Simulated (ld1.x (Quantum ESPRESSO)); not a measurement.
thallium: variants of one TM semilocal potential

Base potential:

| Property | Result |
| --- | --- |
| Element | thallium (Tl) |
| Generator | ld1.x (Quantum ESPRESSO) 7.5 |
| Type | norm-conserving Troullier–Martins (semilocal form) |
| Functional | PW91 |
| Relativity | scalar-relativistic |
| Frozen core | [Kr] 4d10 4f14 |
| Valence charge | 21 |
| Reference configuration | 5s2 5p6 5d10 6s1 6p0 (charge +2) |
| Partial waves | 5p (bound): rc 1.70 bohr; 5d (bound): rc 2.20 bohr; 5s (bound): rc 1.00 bohr |
| Local potential | the s channel |
| Core correction | none |

Occupied shells without a wave of their own: 6s. They enter only through the test configuration that unscreens the potential.

Cutoffs, loose and tight: the cutoffs (Ry, on a coarse ladder) from which the occupation-weighted sum of valence levels, in a spherical-Bessel basis at the reference potential, stays within 10 and 1 mRy of its value at 400 Ry. They do not see the model core or the augmentation charge, which bear on the density cutoff. Test errors are all-electron minus pseudo excitation energies from the reference, over the configurations 5s2 5p6 5d10 6s2 6p1; 5s2 5p6 5d10 6s2 6p0; 5s2 5p6 5d10 6s0 6p0; 5s2 5p6 5d10 6s2 6p0.5; 5s2 5p6 5d10 6s1 6p1; 5s2 5p6 5d9 6s2 6p2; 5s2 5p6 5d9 6s0 6p0. A dash means not determined; rows that change the core or the reference have their own tests.

A semilocal file is local in each channel, so a ghost entry of none says nothing of the separable form that plane-wave codes build from it.

```tsv
change	outcome	cutoff, loose	cutoff, tight	bound ghosts	largest test error (meV)
base	generated, misses its reference levels by 0.37 eV	160 Ry	260 Ry	none	+1632
wave 5d (bound): rc 2.20 bohr becomes 5d (bound): rc 1.38 bohr	generated, misses its reference levels by 0.37 eV	160 Ry	260 Ry	none	+1620
wave 5d (bound): rc 2.20 bohr becomes 5d (bound): rc 1.60 bohr	generated, misses its reference levels by 0.37 eV	160 Ry	260 Ry	none	+1620
wave 5d (bound): rc 2.20 bohr becomes 5d (bound): rc 1.84 bohr	generated, misses its reference levels by 0.37 eV	160 Ry	260 Ry	none	+1621
wave 5d (bound): rc 2.20 bohr becomes 5d (bound): rc 2.04 bohr	generated, misses its reference levels by 0.37 eV	160 Ry	260 Ry	none	+1624
wave 5d (bound): rc 2.20 bohr becomes 5d (bound): rc 2.30 bohr	generated, misses its reference levels by 0.37 eV	160 Ry	260 Ry	none	+1640
wave 5d (bound): rc 2.20 bohr becomes 5d (bound): rc 2.46 bohr	generated, misses its reference levels by 0.37 eV	160 Ry	260 Ry	none	+1659
wave 5d (bound): rc 2.20 bohr becomes 5d (bound): rc 2.66 bohr	generated, misses its reference levels by 0.37 eV	160 Ry	260 Ry	none	+1684
wave 5d (bound): rc 2.20 bohr becomes 5d (bound): rc 2.92 bohr	generated, misses its reference levels by 0.37 eV	160 Ry	260 Ry	none	+1721
wave 5d (bound): rc 2.20 bohr becomes 5d (bound): rc 3.06 bohr	generated, misses its reference levels by 0.37 eV	160 Ry	260 Ry	none	+1736
wave 5d (bound): rc 2.20 bohr becomes 5d (bound): rc 3.26 bohr	generated, misses its reference levels by 0.37 eV	160 Ry	260 Ry	none	+1744
```

Reading the sweep of the d radius (base included, trends over the rows without a ghost): The loose cutoff stays near 160 Ry. The median size of the test errors (rows with all tests solved) stays near 582.5 meV.
